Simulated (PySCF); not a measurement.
These are PBE-D3(BJ)/def2-TZVPD // CAM-B3LYP-D3(BJ)/def2-TZVPD (PySCF 2.14.0) values and carry that method's errors. All species are isolated molecules in the gas phase. 

Reference species (SMILES): `[O-][SiH2]F` (charge -1, multiplicity 1).

```json
{
 "HOMO": "-0.18 eV"
}
```

Changed species: `[O-][SiH2]I` (X = iodo, proton removed; the reference has X = fluoro, proton removed).

Q: Give the shifts of the HOMO.

A: the HOMO falls by 0.93 eV, to -1.11 eV.
